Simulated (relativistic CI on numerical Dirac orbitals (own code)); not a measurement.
# Hyperfine structure of Ni¹⁹⁺, mass number 61

Computed by Dirac-Coulomb-Breit CI, KLI orbitals optimised for each configuration, model QED, unscaled Slater integrals (own radial code, finite nucleus).

CI space (outside the closed core 1s2): 2s²2p⁵, 2s2p⁶, 2p⁶3s, 2p⁶3p, 2s²2p⁴3s, 2p⁶3d, 2s²2p⁴3p, 2s²2p⁴3d, 2s2p⁵3s, 2s2p⁵3p, 2s2p⁵3d, 2s²2p⁴4s, 2s²2p⁴4p, 2s²2p⁴4d, 2s²2p⁴4f, 2s2p⁵4s. Levels of other configurations are missing.

Nuclear spin I = 3/2, μ = -0.74965 μN, Q = 0.162 b (tables of Stone and Pyykkö). The electronic factors are computed for point nuclear moments, without core polarisation or the Bohr-Weisskopf and QED corrections.

```
         Level   E (eV)  A (GHz)  B (GHz)
 2s²2p⁵ ²P°3/2    0.000   -16.85    -9.86
 2s²2p⁵ ²P°1/2   17.832   -87.63         
   2s2p⁶ ²S1/2  150.576   -289.2         
2s²2p⁴3s ⁴P5/2  930.725   -27.59     7.18
2s²2p⁴3s ²P3/2  934.601   -4.622        2
2s²2p⁴3s ⁴P1/2  942.998   -54.78         
2s²2p⁴3s ⁴P3/2  947.443   -22.63    -3.45
2s²2p⁴3s ²P1/2  950.738    9.164
```

Levels with J = 0, under 50 % of one LS term, or S terms without an open s electron are left out. Small factors come from cancelling terms and can be off by tens of per cent or more.

At this charge energies of transitions that change n are usually good to better than 1 %, and those within a shell (Δn = 0) to a few per cent.

Q: Give the hyperfine levels of 2s²2p⁵ ²P°1/2 relative to its centre of gravity.

A: With K = F(F + 1) − I(I + 1) − J(J + 1), E = AK/2: F = 1: 109.5, F = 2: -65.72 GHz.

LS names give the leading component of a level, which can be under half, so a name can repeat, a term be missing and a line seem to break the LS rules.
